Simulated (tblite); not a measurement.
Record of a relaxation.

Compound: C5H10Cl2OSi2.
SMILES with atom numbers: `[CH2:1]=[CH:2][Si@@H:3]([C:4](=[CH2:5])[O:6][SiH3:7])[CH:8]([Cl:9])[Cl:10]` (hydrogens: H11, H12 on C1; H13 on C2; H14 on Si3; H15, H16 on C5; H17, H18, H19 on Si7; H20 on C8)

Computed with GFN2-xTB (tblite), gas phase: L-BFGS steps from a force-field or distance-geometry start until the largest atomic force falls under 0.01 eV/Å. 7 of its 265 geometries are shown.

Step 0: E = -881.1933 eV, largest atomic force 1.784 eV/Å
```
atom  x, y, z in Å  |  force x, y, z in eV/Å
C1     -2.653   -1.514    0.416    0.766   0.834   0.148
C2     -2.222   -0.418   -0.227   -1.136  -1.231  -0.070
Si3    -0.790    0.552    0.411   -0.158  -0.498   0.955
C4      0.807    0.074   -0.391    1.168  -0.152   0.349
C5      0.840   -0.547   -1.552    0.166  -0.489  -0.975
O6      1.948    0.384    0.336    0.769  -1.593   0.233
Si7     3.134   -0.786    0.781   -0.647   0.936  -0.188
C8     -0.957    2.387    0.068    0.649   0.898   0.494
Cl9    -0.349    2.672   -1.570   -0.136   0.302  -0.212
Cl10   -2.619    2.963    0.250    0.167   0.150   0.044
H11    -3.495   -2.092    0.057    0.261  -0.035   0.306
H12    -2.110   -1.768    1.337   -0.707  -0.317  -0.558
H13    -2.772   -0.163   -1.123    0.152   0.262  -0.098
H14    -0.693    0.309    1.854    0.018   0.164   0.117
H15    -0.065   -0.781   -2.112    0.352   0.195   0.360
H16     1.770   -0.839   -2.026   -0.137   0.051   0.088
H17     2.632   -1.766    1.781   -0.091   0.375  -0.289
H18     4.284   -0.043    1.353   -0.603   0.013  -0.262
H19     3.567   -1.544   -0.401   -0.070   0.091   0.075
H20    -0.263    2.930    0.756   -0.780   0.044  -0.517
```

Step 44: E = -881.6849 eV, largest atomic force 0.107 eV/Å
```
atom  x, y, z in Å  |  force x, y, z in eV/Å
C1     -2.739   -1.471    0.363    0.005   0.021   0.003
C2     -2.230   -0.373   -0.178   -0.010  -0.012  -0.002
Si3    -0.708    0.523    0.475   -0.081  -0.062   0.031
C4      0.862   -0.090   -0.393   -0.048   0.032  -0.011
C5      0.883   -0.620   -1.609    0.026  -0.009   0.013
O6      1.974    0.091    0.365   -0.004  -0.004  -0.010
Si7     3.226   -0.833    0.819    0.055  -0.018  -0.021
C8     -0.964    2.398    0.055    0.027  -0.004   0.003
Cl9    -0.717    2.675   -1.681   -0.011  -0.025  -0.055
Cl10   -2.616    2.880    0.496    0.021   0.019   0.045
H11    -3.621   -1.955   -0.026    0.031   0.009  -0.013
H12    -2.295   -1.932    1.231   -0.023   0.023  -0.022
H13    -2.723    0.046   -1.050    0.016  -0.002   0.052
H14    -0.530    0.431    1.929   -0.028   0.042  -0.042
H15    -0.024   -0.705   -2.180    0.034  -0.018   0.027
H16     1.793   -0.965   -2.070    0.041  -0.003  -0.003
H17     2.770   -1.828    1.796   -0.010   0.032  -0.030
H18     4.086    0.198    1.382   -0.023  -0.021   0.006
H19     3.857   -1.542   -0.296   -0.002   0.007  -0.001
H20    -0.290    3.081    0.569   -0.016  -0.009   0.029
```

Step 88: E = -881.7228 eV, largest atomic force 0.065 eV/Å
```
atom  x, y, z in Å  |  force x, y, z in eV/Å
C1     -2.832   -1.463    0.276    0.013  -0.002  -0.003
C2     -2.302   -0.352   -0.216   -0.016   0.011  -0.001
Si3    -0.771    0.490    0.477   -0.007  -0.023   0.017
C4      0.821   -0.153   -0.330   -0.003   0.001   0.008
C5      0.917   -0.749   -1.511   -0.026  -0.020   0.019
O6      1.888    0.086    0.476    0.016  -0.012   0.012
Si7     3.260   -0.723    0.802    0.031   0.004  -0.022
C8     -0.883    2.368    0.027    0.013   0.003  -0.022
Cl9    -1.162    2.515   -1.722   -0.001   0.033   0.034
Cl10   -2.205    3.150    0.920    0.038  -0.026  -0.046
H11    -3.708   -1.925   -0.150   -0.003   0.015  -0.001
H12    -2.408   -1.961    1.132   -0.002  -0.004   0.007
H13    -2.777    0.106   -1.075   -0.010   0.006  -0.007
H14    -0.645    0.426    1.936    0.003   0.001  -0.023
H15     0.043   -0.880   -2.121   -0.013  -0.028   0.002
H16     1.855   -1.109   -1.902   -0.002   0.035   0.012
H17     2.927   -1.945    1.538    0.003   0.003  -0.006
H18     3.941    0.290    1.593   -0.013  -0.014   0.006
H19     4.013   -1.094   -0.398    0.020   0.013   0.006
H20     0.022    2.935    0.242   -0.042   0.005   0.007
```

Step 132: E = -881.7655 eV, largest atomic force 0.053 eV/Å
```
atom  x, y, z in Å  |  force x, y, z in eV/Å
C1     -2.965   -1.383    0.176   -0.029   0.016   0.011
C2     -2.411   -0.254   -0.241    0.026  -0.008  -0.024
Si3    -0.824    0.446    0.478    0.017   0.004   0.017
C4      0.753   -0.339   -0.221   -0.003   0.011   0.002
C5      0.861   -1.134   -1.277   -0.017   0.024   0.029
O6      1.797    0.024    0.567    0.001  -0.020   0.002
Si7     3.345   -0.471    0.676   -0.014  -0.023  -0.014
C8     -0.745    2.323    0.022   -0.002  -0.005  -0.016
Cl9    -0.987    2.526   -1.726    0.027  -0.010  -0.002
Cl10   -2.009    3.206    0.899   -0.021   0.013   0.012
H11    -3.877   -1.769   -0.250   -0.022  -0.023  -0.002
H12    -2.532   -1.964    0.973   -0.003  -0.018  -0.014
H13    -2.896    0.293   -1.039    0.002   0.013  -0.004
H14    -0.754    0.395    1.941   -0.006   0.006   0.019
H15    -0.011   -1.387   -1.851    0.002  -0.007  -0.006
H16     1.807   -1.544   -1.592   -0.003   0.017  -0.004
H17     3.418   -1.932    0.653    0.017  -0.028   0.022
H18     3.680    0.103    1.968    0.015   0.025   0.018
H19     4.145    0.065   -0.424    0.012   0.023  -0.046
H20     0.199    2.808    0.264    0.002  -0.009  -0.002
```

Step 176: E = -881.7830 eV, largest atomic force 0.021 eV/Å
```
atom  x, y, z in Å  |  force x, y, z in eV/Å
C1     -3.022   -1.367    0.115    0.005  -0.003  -0.006
C2     -2.417   -0.238   -0.226    0.001  -0.002  -0.009
Si3    -0.848    0.411    0.581   -0.002  -0.011  -0.013
C4      0.726   -0.401   -0.097   -0.006  -0.007   0.012
C5      0.808   -1.161   -1.181    0.000   0.002   0.011
O6      1.790   -0.079    0.682    0.000   0.003   0.001
Si7     3.384   -0.409    0.585   -0.009  -0.003   0.002
C8     -0.700    2.272    0.072   -0.011  -0.003   0.007
Cl9    -0.612    2.376   -1.699    0.001   0.013  -0.008
Cl10   -2.107    3.182    0.656   -0.007   0.001   0.003
H11    -3.922   -1.708   -0.372   -0.007   0.001   0.004
H12    -2.641   -2.001    0.898    0.002   0.004  -0.001
H13    -2.854    0.357   -1.019    0.006   0.006   0.006
H14    -0.852    0.388    2.046    0.008  -0.005   0.000
H15    -0.073   -1.385   -1.752    0.005  -0.005   0.004
H16     1.745   -1.568   -1.522   -0.001  -0.005  -0.007
H17     3.629   -1.853    0.560   -0.008   0.009   0.005
H18     3.815    0.217    1.825   -0.003   0.008  -0.007
H19     3.964    0.198   -0.613    0.006   0.001  -0.007
H20     0.180    2.782    0.458    0.021  -0.003   0.003
```

Step 220: E = -881.7970 eV, largest atomic force 0.028 eV/Å
```
atom  x, y, z in Å  |  force x, y, z in eV/Å
C1     -3.132   -1.295   -0.086    0.006   0.002  -0.004
C2     -2.467   -0.169   -0.296   -0.001   0.005  -0.006
Si3    -0.886    0.306    0.602   -0.009  -0.010  -0.011
C4      0.687   -0.531   -0.045   -0.006  -0.013  -0.005
C5      0.779   -1.462   -0.985   -0.003   0.008   0.012
O6      1.754    0.005    0.599   -0.016   0.014  -0.018
Si7     3.367   -0.141    0.424    0.010  -0.022  -0.013
C8     -0.548    2.174    0.242   -0.010   0.014  -0.005
Cl9    -0.353    2.403   -1.509   -0.004  -0.004  -0.012
Cl10   -1.886    3.182    0.828    0.005  -0.010   0.006
H11    -4.049   -1.529   -0.605    0.014  -0.006  -0.003
H12    -2.787   -2.033    0.619   -0.011  -0.001   0.001
H13    -2.867    0.536   -1.016    0.018   0.001   0.010
H14    -0.963    0.187    2.062    0.002  -0.005   0.002
H15    -0.107   -1.847   -1.456    0.015   0.011   0.017
H16     1.730   -1.857   -1.306   -0.018   0.000   0.011
H17     3.803   -1.502    0.745   -0.002  -0.008  -0.003
H18     3.781    0.840    1.414    0.012   0.010   0.011
H19     3.783    0.189   -0.939   -0.003   0.006  -0.001
H20     0.359    2.555    0.706    0.001   0.008   0.011
```

Step 264: E = -881.8016 eV, largest atomic force 0.009 eV/Å
```
atom  x, y, z in Å  |  force x, y, z in eV/Å
C1     -3.110   -1.282   -0.175    0.001   0.003   0.005
C2     -2.428   -0.159   -0.346    0.001   0.006   0.000
Si3    -0.893    0.315    0.629    0.004  -0.003   0.000
C4      0.686   -0.526    0.001   -0.002   0.006   0.005
C5      0.751   -1.544   -0.847    0.001   0.000  -0.004
O6      1.773    0.077    0.544    0.004  -0.003   0.002
Si7     3.378   -0.108    0.327   -0.002   0.005  -0.007
C8     -0.562    2.192    0.314   -0.001  -0.004   0.002
Cl9    -0.363    2.459   -1.431   -0.002   0.004   0.000
Cl10   -1.911    3.172    0.920    0.004  -0.006  -0.006
H11    -3.989   -1.517   -0.753    0.001  -0.003  -0.002
H12    -2.818   -2.015    0.558    0.001  -0.006   0.004
H13    -2.776    0.542   -1.096    0.002   0.008  -0.003
H14    -1.022    0.168    2.083   -0.001  -0.002   0.000
H15    -0.150   -1.979   -1.238    0.003   0.002   0.000
H16     1.691   -1.961   -1.170   -0.003  -0.001   0.005
H17     3.807   -1.456    0.707   -0.003   0.000   0.002
H18     3.843    0.920    1.246   -0.005  -0.003  -0.001
H19     3.749    0.142   -1.066   -0.001  -0.001   0.001
H20     0.339    2.571    0.790   -0.001  -0.004  -0.001
```

Problem. Summarise the path.

Solution. The energy falls by 58.69 kJ/mol from step 0 to step 264; nine tenths of that is first reached at step 113. It rises by more than 0.2 meV at step 112. The largest force goes from 1.784 to 0.009 eV/Å. Among the bonds O6–Si7 changes most, from 1.724 to 1.630 Å; the atoms move by 0.997 Å rms after alignment.

What follows is the cost of the whole relaxation. Time: 3.7 s. Hardware: Arm Neoverse V1, one thread, shared host with 32 logical CPUs at a one-minute load of 7.9.
